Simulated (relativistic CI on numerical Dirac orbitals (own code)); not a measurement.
Calculated at this level of theory: Dirac-Coulomb-Breit CI, separate exchange-only KLI orbitals for each configuration, QED by a radiative potential, unscaled Slater integrals (own radial code, finite nucleus).

The strongest absorption lines from the ground level of an ion, among the configurations computed and to levels below about 2380 eV (vacuum wavelength in Å, gf): 5.2261 (0.25), 6.7354 (0.49), 6.7551 (0.23), 6.7643 (0.12), 6.7757 (0.21), 6.9036 (1.4), 78.509 (0.14), 84.708 (0.13).

(1) Which ion is it?
A. As²⁸⁺
B. Br³⁰⁺
C. Rb³²⁺
D. As²⁶⁺

## Answers

(1) A. As²⁸⁺ has 5 electrons and the ground level 2s²2p ²P°1/2; the strongest line goes to 2s²3d ²D3/2. The pattern of lines fixes the number of electrons, and along that sequence the line energies rise steadily with the charge (about as its square where n changes within one kind of shell, about linearly where n is kept but much faster in heavy ions where fine structure, which grows about as Z⁴, sets the gap, and irregularly where shells cross), which fixes Z. Configurations outside the model, such as inner-shell arrays, can give stronger lines. At this charge energies of transitions that change n are usually good to better than 1 %, and those within a shell (Δn = 0) to a few per cent.

LS names give the leading component of a level, which can be under half, so a name can repeat, a term be missing and a line seem to break the LS rules.
